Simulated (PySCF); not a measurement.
Compound: C6H4F3O (doublet state).
Bonds: F1–C2, C2–F3, C2–F4, C2–C5, C5–C6, C6–C7 (aromatic), C7–C8 (aromatic), C8–O9 (aromatic), O9–C10 (aromatic), C6–C10 (aromatic). Hydrogens: H11, H12 on C5; H13 on C7; H14 on C10.

Theory: PySCF 2.14.0, PBE0-D3(BJ)/def2-SVP geometry optimisation, gas phase.

What internal coordinates does the optimisation give?

```json
{"bond": "F1–C2, C2–F3, C2–F4", "length (pm)": "133.6", "order": "single"}
{"bond": "C2–C5", "length (pm)": "151.2", "order": "single"}
{"bond": "C5–C6", "length (pm)": "149.1", "order": "single"}
{"bond": "C6–C7", "length (pm)": "144.5", "order": "aromatic"}
{"bond": "C7–C8", "length (pm)": "135.6", "order": "aromatic"}
{"bond": "C8–O9", "length (pm)": "131.8", "order": "aromatic"}
{"bond": "O9–C10", "length (pm)": "136.4", "order": "aromatic"}
{"bond": "C6–C10", "length (pm)": "136.5", "order": "aromatic"}
{"bond": "C5–H11, C5–H12", "length (pm)": "110.0", "order": "single"}
{"bond": "C7–H13", "length (pm)": "108.6", "order": "single"}
{"bond": "C10–H14", "length (pm)": "108.7", "order": "single"}
```

Bonds in one row agree within 1 pm and their mean is given. Orders are formal, as drawn. A selection of angles:
```json
{"angle": "F1–C2–F3", "degrees": "107.7"}
{"angle": "F1–C2–C5", "degrees": "110.5"}
{"angle": "C2–C5–C6", "degrees": "113.7"}
{"angle": "C5–C6–C7", "degrees": "126.9"}
{"angle": "C5–C6–C10", "degrees": "126.6"}
{"angle": "C7–C6–C10", "degrees": "106.5"}
{"angle": "C6–C7–C8", "degrees": "103.4"}
{"angle": "C7–C8–O9", "degrees": "113.9"}
{"angle": "C8–O9–C10", "degrees": "106.3"}
{"angle": "C6–C10–O9", "degrees": "109.9"}
```

Dihedral angles: F1–C2–C5–C6 -179° (antiperiplanar); C2–C5–C6–C7 -65° (synclinal). The mirror-image conformer, all signs reversed, is as good.

The C–O distances run from 1.318 Å (C8–O9, aromatic) to 1.364 Å (O9–C10, aromatic), a spread of 0.046 Å. The 5 C–C bonds span 1.356 Å (C7–C8, aromatic) to 1.512 Å (C2–C5, drawn single), a spread of 0.156 Å. C10 (carbon bonded to C, O and H) is planar (angles 133.7°, 116.4° and 109.9°, sum 360.0°, 0.00 Å off the plane of its three neighbours). C7 (carbon bonded to 2 C and H) is planar (angles 128.7°, 128.0° and 103.4°, sum 360.0°, 0.00 Å off the plane of its three neighbours). The 5-membered ring C6–C7–C8–O9–C10 has internal angles of 103.4° to 113.9°; it is planar, 0.00 Å rms from its mean plane, widest ring torsion 0°. C6 (carbon bonded to 3 C) is planar (angles 126.9°, 126.6° and 106.5°, sum 360.0°, 0.00 Å off the plane of its three neighbours). Of the pairs four or more bonds apart, F4···C7 is among the closest relative to their van der Waals radii: 3.06 Å, 97 % of the sum of Bondi's values.

Point group: C1 (no symmetry element, even within 0.4 Å). Whether it is a minimum is left open (no frequencies). ⟨S²⟩ = 0.764 (exact for a doublet: 0.75).

Hardware: one thread of an Arm Neoverse V1, no GPU, on a shared host. Cost: 4.8 min wall. These figures are those of the optimisation.
